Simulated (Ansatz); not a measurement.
The pair A = AsH3 (SMILES [AsH3]) (first 4 atoms), B = H2 (SMILES [H][H]); geometry from B3LYP-D3(BJ)/def2-TZVP.
(charge 0, multiplicity 1):
```xyz
6

As    -0.0165    -0.2010    -0.2460
H     -1.1329     0.5247     0.4977
H      1.0546     0.4267     0.6398
H     -0.1302    -1.4201     0.6633
H     -0.2429     0.0484     4.0511
H     -0.2119     0.0099     3.3084
```

Cores are frozen in the correlated methods. Filled d and f shells under p-block atoms count as core. MP2 and its Hartree–Fock in aug-cc-pVQZ are density fitted.

Run with Ansatz (Gaussian orbitals). 

The counterpoise-corrected interaction energy is E(AB) − E(A in the pair's basis) − E(B in the pair's basis). Total energies (hartree):

```
level                           AB  A in the pair's basis  B in the pair's basis
-------------------  -------------  ---------------------  ---------------------
HF/aug-cc-pVTZ       -2237.1060032          -2235.9735051             -1.1329931
MP2/aug-cc-pVTZ      -2237.2994192          -2236.1340273             -1.1650123
HF/aug-cc-pVQZ       -2237.1099519          -2235.9770060             -1.1334398
MP2/aug-cc-pVQZ      -2237.3139390          -2236.1468281             -1.1666993
CCSD(T)/aug-cc-pVTZ  -2237.3400857          -2236.1670136             -1.1726547
```

Problem. Work out the counterpoise-corrected interaction energy at the basis-set limit: extrapolate the MP2 correlation part as X⁻³, take Hartree–Fock from the larger set, and add the CCSD(T) − MP2 difference of aug-cc-pVTZ.

Solution. 
1. Differences (1 hartree = 627.509 kcal/mol): HF/aug-cc-pVTZ 0.311; MP2/aug-cc-pVTZ -0.238; HF/aug-cc-pVQZ 0.310; MP2/aug-cc-pVQZ -0.258; CCSD(T)/aug-cc-pVTZ -0.262.
2. Correlation parts, MP2 less HF: -0.549 in aug-cc-pVTZ (X = 3), -0.568 in aug-cc-pVQZ (X = 4).
3. Limit (4³·(-0.568) − 3³·(-0.549))/(4³ − 3³) = -0.582; with HF/aug-cc-pVQZ it gives -0.272.
4. CCSD(T) less MP2 in aug-cc-pVTZ: -0.024.
Result: -0.30 kcal/mol, against -0.24 at MP2/aug-cc-pVTZ. It is an estimate of this method's limit, not of the exact value.

Ansatz is a program for electronic structure.
